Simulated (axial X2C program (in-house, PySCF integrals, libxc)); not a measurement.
Values are calculated unless marked as measured or tabulated.
# ZrC: input and output

Program: an in-house relativistic program for diatomic molecules.

Input:
```json
{
 "zs": [
  40,
  6
 ],
 "q": 0,
 "bas": [
  "dyall-cv3z",
  "dyall-v3z"
 ],
 "levels": [
  "PBE0",
  "HF",
  "r2SCAN0"
 ],
 "cc": true,
 "r0": 1.94,
 "thr": -2.0,
 "nmax": 110,
 "npts": 10,
 "nst": 2,
 "ntry": 8
}
```
```bash
python so2c.py task.json out
```

Keys: zs atomic numbers; q charge; bas basis sets; levels methods; cc coupled cluster on or off; r0 starting distance in Å; thr threshold in hartree for freezing inner shells (an s shell follows its p shell); nmax most natural virtual spinors; npts points on the curve; nst determinants followed; ntry starts of the search. HF also brings MP2.

Output of the HF step, 2c, at R = 1.777 Å for the state Ω = 1. It starts from PBE0 orbitals of this distance.

```
two-component X2C + atomic mean field  HF
basis functions 203  fitting functions 991  grid points 5074
iter        total energy     max residual
   1      -3632.585750369     2.93e-01
   2      -3632.607965991     1.04e-02
   3      -3632.608615512     1.27e-02
   4      -3632.610477755     2.13e-03
   5      -3632.610766293     1.48e-03
   6      -3632.610893989     9.85e-04
   7      -3632.610959309     5.74e-04
   8      -3632.610988759     6.06e-04
   9      -3632.611009718     5.73e-04
  10      -3632.611024661     6.00e-04
  11      -3632.611015044     6.03e-04
  12      -3632.610951112     4.90e-04
  13      -3632.610873095     3.62e-04
  14      -3632.610807966     2.12e-04
  15      -3632.610784779     1.21e-04
  16      -3632.610777697     7.90e-05
  17      -3632.610774983     8.20e-05
  18      -3632.610773377     6.40e-05
  19      -3632.610771544     7.07e-05
  20      -3632.610763862     1.69e-04
  21      -3632.610769860     7.56e-05
  22      -3632.610768078     9.79e-05
  23      -3632.585750369     4.00e-01
  24      -3632.607957738     8.84e-03
  25      -3632.609222360     5.70e-02
  26      -3632.610637708     9.58e-03
  27      -3632.610860550     2.99e-03
  28      -3632.610960948     3.68e-03
  29      -3632.610985128     1.13e-03
  30      -3632.611007566     1.28e-03
  31      -3632.611037935     3.03e-03
  32      -3632.611114790     5.04e-03
  33      -3632.611352657     9.70e-03
  34      -3632.611441833     1.17e-02
  35      -3632.611951036     6.75e-03
  36      -3632.612431407     1.30e-03
  37      -3632.612473025     1.19e-03
  38      -3632.612491300     4.02e-04
  39      -3632.612499912     3.15e-04
  40      -3632.612506074     4.08e-04
  41      -3632.612508649     2.76e-04
  42      -3632.612510067     1.11e-04
  43      -3632.612510799     8.81e-05
  44      -3632.612511126     9.21e-05
  45      -3632.612511221     3.62e-05
  46      -3632.612511245     1.55e-05
  47      -3632.612511251     8.12e-06
  48      -3632.612511253     4.75e-06
  49      -3632.612511253     2.16e-06
converged
one-electron -5155.91629323  Coulomb 1571.58764556  exact exchange -118.15499406  xc functional 0.00000000  nuclear repulsion 71.47019168  atomic mean-field constant -1.59906121
correlated 16  virtual 280  natural virtual 110  E(MP2) -0.499457583  MP2 remainder -0.022364920
iter   CCSD correlation   residual
   1     -0.458111758   2.16e-01
   2     -0.475923210   1.12e-01
   3     -0.483696344   5.27e-02
   4     -0.486278496   3.11e-02
   5     -0.488133774   1.79e-02
   6     -0.488502126   6.78e-03
   7     -0.488683458   2.79e-03
   8     -0.488725825   1.11e-03
   9     -0.488694695   5.46e-04
  10     -0.488706900   2.76e-04
  11     -0.488698086   1.37e-04
  12     -0.488700189   7.80e-05
  13     -0.488699428   5.40e-05
  14     -0.488698388   3.83e-05
  15     -0.488698422   2.24e-05
  16     -0.488698301   1.33e-05
  17     -0.488698231   7.43e-06
  18     -0.488698404   4.41e-06
  19     -0.488698328   2.72e-06
  20     -0.488698401   1.74e-06
  21     -0.488698392   1.03e-06
(T) -0.028206805  T1 0.0766  D1 0.1631  max T2 0.072
```
Energies are in hartree; totals compare only within one Hamiltonian and basis. T1 is large, a sign of multireference character or of a spin-contaminated reference. Where the energy jumps back up, the SCF was restarted by another method. T1 in the output is the amplitude norm over the root of the electron number; divide by √2 for the Lee–Taylor value. The determinant is spin-polarised beyond a pure state at some levels (its spin-free form has ⟨S²⟩ too high), which makes Re and μ there less reliable.
